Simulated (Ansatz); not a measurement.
This singlet lies 2.72 eV below the relaxed triplet at the level composite: frozen-core CCSD(T) with HF/cc-pV5Z and the correlation energy extrapolated as X^-3 from cc-pVQZ and cc-pV5Z, plus CCSDT(Q) minus CCSD(T) in cc-pVDZ // PBE0-D3(BJ)/def2-TZVP (Ansatz, a program for electronic structure).

Species: ClFSi, SMILES `F[Si]Cl` (lower singlet) (charge 0, multiplicity 1).

### Question
Give a relaxed geometry from PBE0-D3(BJ)/def2-TZVP in Ansatz.

### Answer
the end point of this relaxation (outside a Z-matrix the atoms follow the SMILES, hydrogens last).
Bond lengths (Å): F1–Si2 1.603, Si2–Cl3 2.080. Bond angles (°): F1–Si2–Cl3 100.6.
